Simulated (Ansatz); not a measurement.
Computed with Ansatz on PBE0-D4/def2-TZVP structures; ΔE is electronic, products minus reactants. CBS: MP2 limit from def2 TZ/QZ plus the TZ coupled-cluster correction, frozen cores. This one scheme is used for every species. Functionals use def2-TZVPP. HSE06 is defined as in plane-wave codes. For Ga, Ge outer-core shells are correlated without core-valence functions, which leaves a few kJ/mol of doubt a bond. Scalar relativity is left out up to krypton.

`[SiH3][GeH2][GaH2]` → `[GaH2][GeH3]` + `[SiH2]`  (silylene loss)

`[SiH3][GeH2][GaH2]`:

Z-matrix (Å, degrees):
```
Si
Ge 1 2.384
H 1 1.488 2 109.9
H 1 1.487 2 111.4 3 120.5
H 1 1.488 2 109.8 3 -119.0
Ga 2 2.438 1 110.3 3 59.2
H 2 1.542 1 107.5 3 -178.5
H 2 1.542 1 107.6 3 -63.2
H 6 1.571 2 120.3 1 -88.7
H 6 1.571 2 120.2 1 88.9
```

`[GaH2][GeH3]`:

Z-matrix (Å, degrees):
```
Ge
Ga 1 2.444
H 1 1.540 2 112.6
H 1 1.543 2 109.4 3 -118.6
H 1 1.540 2 113.0 3 122.3
H 2 1.572 1 120.3 3 33.0
H 2 1.572 1 120.7 3 -148.2
```

`[SiH2]`:

```xyz
3

Si    0.684   -0.062    0.187
H    -0.077    0.820   -0.797
H    -0.606   -0.758    0.610
```

```
             level  ΔE (kJ/mol)  difference from CCSD(T)/CBS
            PBE-D4        272.7                          9.3
         revPBE-D4        265.7                          2.3
            B97M-V        252.8                        -10.6
           PBE0-D4        278.9                         15.5
          HSE06-D4        278.9                         15.5
          PBE-QIDH        279.9                         16.5
            r2SCAN        282.1                         18.7
         CAM-B3LYP        252.8                        -10.6
           LC-ωPBE        277.4                         14.0
       HF/def2-SVP        229.3                        -34.1
  CCSD(T)/def2-SVP        242.5                        -20.9
     HF/def2-TZVPP        233.7                        -29.7
     HF/def2-QZVPP        233.3                        -30.1
    MP2/def2-QZVPP        278.7                         15.3
SCS-MP2/def2-QZVPP        263.9                          0.5
      HF/CBS(def2)        233.2                        -30.2
       CCSD(T)/CBS        263.4                            0
```

Largest T1 diagnostic among the species: 0.014.

From PBE to PBE0 (25 % exact exchange), in def2-TZVPP and without D4, ΔE moves by +7.0 kJ/mol. In def2-TZVPP, CCSD(T) changes the Hartree–Fock value by +21.5 kJ/mol (the triples alone add +5.5 kJ/mol) and MP2 by +40.4 kJ/mol.
